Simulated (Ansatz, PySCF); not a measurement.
H5Si, charge -1. Atoms are numbered in the order given.

```xyz
6

Si     0.0000     0.0000     0.0000
H      0.0000     0.0000     1.6219
H      0.0000     0.0000    -1.6219
H      1.5325     0.0000     0.0000
H     -0.7663     1.3272     0.0000
H     -0.7663    -1.3272     0.0000
```
Charge -1, spin multiplicity 1.

Geometry optimised at PBE0-D3(BJ)/def2-TZVPD.

Estimates of the vertical detachment energy (IE) of the anion in eV. Rows of orbital energies are one-electron estimates, which approximate functionals can put far too low.

| level | IE |
|---|---|
| −ε(HOMO), −ε(LUMO), r2SCAN/def2-TZVPD (PySCF) | -0.96 |
| −ε(HOMO), −ε(LUMO), M06-2X/def2-TZVPD (PySCF) | 0.92 |
| −ε(HOMO), −ε(LUMO), PBE/def2-TZVPD (PySCF) | -1.14 |
| EOM-CCSD/aug-cc-pVDZ (PySCF) | 2.09 |
| ADC(2)/aug-cc-pVDZ (PySCF) | 1.95 |
| ΔSCF, ωB97X-V/def2-TZVPD (Ansatz), final states of multiplicity 2 | 2.20 |
| ΔSCF, PBE/def2-TZVPD (Ansatz), final states of multiplicity 2 | 1.83 |

Q: What vertical singlet–triplet gap does ΔSCF give with ωB97X-V/def2-TZVPD (Ansatz, an electronic-structure program) and with PBE/def2-TZVPD (Ansatz)? (An estimate is asked for; the answer gives what the named calculation found.)

A: 3.66 and 2.86 eV (triplet above singlet where positive).

Q: Beyond the first one, list the lowest photoelectron lines from ADC(2)/aug-cc-pVDZ in PySCF with their pole strengths (two spins summed). (The exact figures need the calculation; the answer reports its results.)

A: 5.92 eV (1.80), 6.38 eV (1.81), 6.38 eV (1.81).
